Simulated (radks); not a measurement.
The numbers below are computed, except where a source is named.
Isoelectronic series with 41 electrons, each ion in its NIST ground configuration. Level of theory: scalar-relativistic Kohn-Sham, r2SCAN, spin-polarised, spherical densities, finite nucleus; open shells are filled with parallel spins first (spin-orbit coupling, left out, can overturn this in heavy ions); meta-GGA in the generalised Kohn-Sham scheme; Fermi nuclear charge, rms radius of each element as measured or else 0.836 A^(1/3) + 0.57 fm (a radial shooting solver on a logarithmic mesh with Libxc functionals). Total energies (hartree) and orbital eigenvalues (eV) (* marks an orbital that is empty in some or all of the ions):

| ion | configuration | E (hartree) | 4d up | 5s up* |
|---|---|---|---|---|
| Nb | [Kr] 4d4 5s1 | -3820.26901 | -3.8508 | -4.7402 |
| Pd5+ | [Kr] 4d5 | -5040.19472 | -76.6320 | -53.7166 |
| Sb10+ | [Kr] 4d5 | -6450.66345 | -204.8323 | -139.3634 |
| Ba15+ | [Kr] 4d5 | -8055.8736 | -379.4293 | -256.5680 |
| Pm20+ | [Kr] 4d5 | -9861.6139 | -598.8061 | -404.8032 |
| Dy25+ | [Kr] 4d5 | -11874.8759 | -862.3970 | -584.3577 |
| Lu30+ | [Kr] 4d5 | -14104.1116 | -1170.030 | -795.9397 |
| Os35+ | [Kr] 4d5 | -16559.3602 | -1521.733 | -1040.575 |

4d up drops below 5s up between Nb and Pd5+.
